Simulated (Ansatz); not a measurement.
Wavefunction ladder for BH3O2S, SMILES `OB(O)S`

```xyz
7

O     1.165    0.264   -0.148
B    -0.197    0.186   -0.122
O    -0.927    1.144   -0.746
S    -1.169   -1.129    0.699
H     1.624   -0.441    0.310
H    -0.370    1.808   -1.160
H    -0.126   -1.832    1.166
```

Total charge 0; spin multiplicity 1. Geometry: relaxed with PBE0-D4/def2-TZVP. It is one conformer, not always the lowest. Frozen core, restricted reference, the Gaussian-basis code of Ansatz. CBS rows extrapolate triple and quadruple zeta; past MP2 they add the triple-zeta difference.

| basis | HF (Eh) | MP2 corr. | CCSD corr. | (T) | CCSD(T) total |
| --- | --- | --- | --- | --- | --- |
| def2-SVP | -573.57108 | ? | -0.61439 | -0.01509 | ? |
| def2-TZVPP | -573.92403 | ? | -0.77716 | -0.03035 | ? |
| def2-QZVPP | ? | -0.81395 | – | – | – |
| CBS(def2) | -573.94638 | ? | -0.88466 | as TZ | ? |

(1) Fill in the withheld values. (Best estimate.)

Answers

(1) The calculation gave: def2-SVP MP2 corr.: -0.58459; def2-SVP CCSD(T) total: -574.20056; def2-TZVPP MP2 corr.: -0.75219; def2-TZVPP CCSD(T) total: -574.73154; def2-QZVPP HF (Eh): -573.94368; CBS(def2) MP2 corr.: -0.85970; CBS(def2) CCSD(T) total: -574.86139.
